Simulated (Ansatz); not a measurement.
Species: WH (charge 0, sextet). The spin state was set by rule; other spins were not relaxed. SMILES: [WH]
Coordinates optimised at B3LYP-D3(BJ)/def2-TZVP (Ansatz, a quantum-chemistry and plane-wave program):
```xyz
2

W      0.0000     0.0000    -0.0229
H      0.0000     0.0000     1.6978
```
Charge 0, spin multiplicity 6.

Parts of the frozen-core correlation energy in def2-SVP (Ansatz, hartree). Frozen orbitals: 4; correlated occupied orbitals by spin: 6 and 1; virtual: 27 and 32. UHF or UKS for open shells. Spin-orbit coupling is left out. Past Kr the def2 sets carry scalar-relativistic core potentials.

```csv
term,value
reference (HF),-66.91082
MP2 opposite-spin,-0.03203
MP2 same-spin,?
CCSD correlation,?
(T),?
CCSDT minus CCSD(T),-0.00043
CCSDT(Q) minus CCSD(T),-0.00050
T1 diagnostic,0.027
largest doubles amplitude,0.050
<S^2> of the reference,8.793
```

Problem. Fill in the missing entries.

Solution. 
- MP2 same-spin, value: -0.04763
- CCSD correlation, value: -0.09489
- (T), value: -0.00200
